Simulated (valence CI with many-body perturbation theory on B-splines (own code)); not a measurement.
## Bi LIII: magnetic and hyperfine properties of the levels

Computed by relativistic CI+MBPT: three valence electrons over a frozen Dirac-Fock core [Ar] 3d10, a basis of 11 s, 11 p, 10 d, 8 f, 5 g, 2 h functions for each j, with the one-electron correlation potential Σ1, the two-electron term Σ2, the three-electron term Σ3, Breit, model QED; selected CI, second order for the rest, scaled by the run's own slope (own B-spline code, finite nucleus).

No measured spectrum was set against this ion. As an estimate, large intervals hold to a few tenths of a per cent, small ones and those within an open d or f shell to about a per cent.

A/g_I is the dipole constant over the nuclear g factor μ/I (μ in nuclear magnetons, uniformly magnetised nucleus), B/Q the quadrupole constant per barn. Both hold the static response of the core; the bare values leave it out. Large factors of s and p1/2 electrons are usually good to 5 to 10 %; those of open d and f shells near neutrality can be off by tens of per cent, and small factors of p3/2, d and f electrons come from cancelling terms and can be off by a factor of two or in sign, in half-filled shells by more. B is blank for J = 1/2, where it vanishes, and for nearly pure S terms. Energies count from the lowest level.

Levels are named by their leading jj configuration (3d3/2^4 stands for four electrons in 3d with j = 3/2), which in mixed levels can hold well under half, so a name can repeat and another be missing. Letters in brackets count levels of one name in rising energy.

```csv
Level,E (Ry),g,A/g_I (MHz),A/g_I bare,B/Q (MHz/b),B/Q bare
(4s^2 4p1/2) J=1/2,0.000,0.656,997000,970000,,
(4s 4p1/2^2) J=1/2,8.887,2.124,2950000,2860000,,
(4s^2 4p3/2) J=3/2,13.330,1.327,95200,91800,196000,190000
(4s 4p1/2 4p3/2) J=3/2 [a],21.019,1.643,665000,645000,159000,154000
(4s 4p1/2 4p3/2) J=5/2,21.766,1.345,845000,820000,155000,150000
(4s 4p1/2 4p3/2) J=3/2 [b],22.792,0.993,33300,32200,113000,110000
(4s 4p1/2 4p3/2) J=1/2,22.967,1.264,-1120000,-1090000,,
(4s^2 4d3/2) J=3/2,27.591,0.808,36100,36600,31700,31500
(4s^2 4d5/2) J=5/2,30.223,1.207,40600,40400,30300,30100
(4p1/2^2 4p3/2) J=3/2,31.647,1.319,92700,90300,184000,179000
(4s 4p1/2 4d3/2) J=3/2 [a],34.589,0.504,-264000,-256000,38200,37700
(4s 4p3/2^2) J=5/2,34.874,1.429,663000,644000,51500,50100
(4s 4p1/2 4d3/2) J=5/2,35.264,1.030,799000,777000,14300,14600
(4s 4p3/2^2) J=1/2,36.280,1.927,2990000,2900000,,
(4s 4p1/2 4d3/2) J=1/2,36.390,0.406,-1240000,-1200000,,
(4s 4p1/2 4d3/2) J=3/2 [b],36.544,1.278,792000,770000,24700,24200
(4s 4p3/2^2) J=3/2,36.567,1.196,-477000,-464000,-33500,-32600
(4s 4p1/2 4d5/2) J=5/2 [a],38.094,1.361,286000,279000,35500,35000
(4s 4p1/2 4d5/2) J=7/2,38.609,1.242,572000,557000,8200,8560
(4s 4p1/2 4d5/2) J=5/2 [b],39.126,1.038,680,1950,41700,40900
(4s 4p1/2 4d5/2) J=3/2,39.268,1.112,-677000,-655000,11600,11700
(4p1/2 4p3/2^2) J=3/2,44.725,1.427,-87300,-84100,19000,18500
(4p1/2 4p3/2^2) J=5/2,44.799,1.139,247000,240000,17700,17200
(4p1/2^2 4d3/2) J=3/2,44.917,0.777,47700,46600,34900,34600
(4s^2 4f5/2) J=5/2,44.928,0.889,28400,28500,17200,15900
(4p1/2 4p3/2^2) J=1/2,45.450,0.658,988000,958000,,
(4s^2 4f7/2) J=7/2,45.788,1.141,16900,17300,15800,14000
(4p1/2^2 4d5/2) J=5/2,48.253,1.192,5100,7110,29100,28800
(4s 4p3/2 4d3/2) J=3/2 [a],48.651,1.305,386000,375000,-5840,-6070
(4s 4p3/2 4d3/2) J=1/2 [a],48.659,2.276,1490000,1440000,,
(4s 4p3/2 4d3/2) J=5/2 [a],48.668,1.248,455000,442000,61900,60000
(4s 4p3/2 4d3/2) J=7/2,49.020,1.250,469000,456000,189000,185000
(4s 4p3/2 4d3/2) J=3/2 [b],49.972,0.979,90800,88800,-107000,-104000
(4s 4p3/2 4d5/2) J=9/2,50.522,1.327,374000,364000,237000,231000
(4s 4p3/2 4d3/2) J=1/2 [b],50.603,0.584,486000,474000,,
(4s 4p3/2 4d3/2) J=5/2 [b],50.682,0.949,-161000,-156000,130000,127000
(4s 4p3/2 4d5/2) J=5/2 [a],51.515,1.351,582000,566000,-108000,-105000
(4s 4p3/2 4d5/2) J=3/2 [a],52.030,1.150,-271000,-261000,-108000,-105000
(4s 4p3/2 4d5/2) J=7/2 [a],52.038,1.213,114000,112000,170000,166000
(4s 4p3/2 4d5/2) J=7/2 [b],52.772,1.219,84700,83300,92000,90000
```

(1) Take the isotope of mass number 207, with I = 9/2, μ = 4.0729 μN, leaving out the quadrupole term. What is the hyperfine structure of (4s 4p1/2 4p3/2) J=1/2?

Results:

(1) From the table A = -1010000 MHz. Shifts from the centre of gravity in MHz: F = 4: 2780000, F = 5: -2270000.
